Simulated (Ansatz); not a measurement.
Stepwise reaction of `B[Si](F)(F)F` with hydrogen, as a gas-phase model of exchange steps in deposition or etching. ΔE in kJ/mol.

Isolated molecules relaxed with PBE0-D4/def2-TZVP in Ansatz; ΔE leaves out vibrations. CCSD(T)/CBS is the MP2 limit (def2-TZVPP, def2-QZVPP) plus CCSD(T) − MP2 in def2-TZVPP, frozen cores. This one scheme is used for every species. DFT in def2-TZVPP. B3LYP here is the variant with VWN-RPA as its local correlation; programs differ in this.

```tsv
step	reaction	PBE-D4	B3LYP-D4	ωB97M-V	CCSD(T)/CBS
2	`B[SiH](F)F` + H₂ → `B[SiH2]F` + H–F	116.4	126.8	127.3	124.7
```

Give the row of step 1, `B[Si](F)(F)F` + H₂ → `B[SiH](F)F` + H–F. (Best estimate.)

Computed: 
```csv
step,reaction,PBE-D4,B3LYP-D4,ωB97M-V,CCSD(T)/CBS
1,`B[Si](F)(F)F` + H₂ → `B[SiH](F)F` + H–F,138.2,145.9,147.0,143.4
```

By hand: ΔE of the 2 steps together at CCSD(T)/CBS.

(143.4) + (124.7) = 268.1 kJ/mol, or 134.1 kJ/mol a step.

In ΔE each step is lower than the one before. All are uphill at CCSD(T)/CBS. PBE-D4 differs from CCSD(T)/CBS by -8.3 to -5.2 kJ/mol a step. Isolated molecules leave out the surface, adducts and barriers. Largest T1 diagnostic: 0.012.
